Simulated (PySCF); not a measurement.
Input file for PySCF: R-B3LYP/LANL2DZ on CH5NSn (SMILES [CH3][Sn][NH2]), a point of a torsion scan.

```python
from pyscf import gto, scf, dft, mp
from pyscf.data.elements import chemcore

mol = gto.M(
    atom='''
    C     1.32479014   -0.12775963    0.13387583
    Sn   -0.20945141    1.45940419    0.63663931
    N    -1.77641754    0.34590388   -0.05824580
    H     1.38319097   -0.24309626   -0.94855109
    H     2.32746895    0.11074751    0.48945382
    H     1.05630623   -1.10053940    0.54515099
    H    -1.83045859   -0.66203181   -0.06611543
    H    -2.72719094    0.68922370   -0.07291169
    ''',
    basis='lanl2dz',
    ecp={'Sn': 'lanl2dz'},
    charge=0, spin=0, verbose=3, max_memory=1800)
mf = dft.RKS(mol, xc='b3lyp')
mf.conv_tol = 1e-8
mf.max_cycle = 100
mf.kernel()
if not mf.converged:
    mf = mf.newton().run(mf.mo_coeff, mf.mo_occ)
```

Program output:

```
converged SCF energy = -99.2461634439093
```

The calculation finished and met its thresholds.

Cost: about 3 core-seconds (a rough figure).
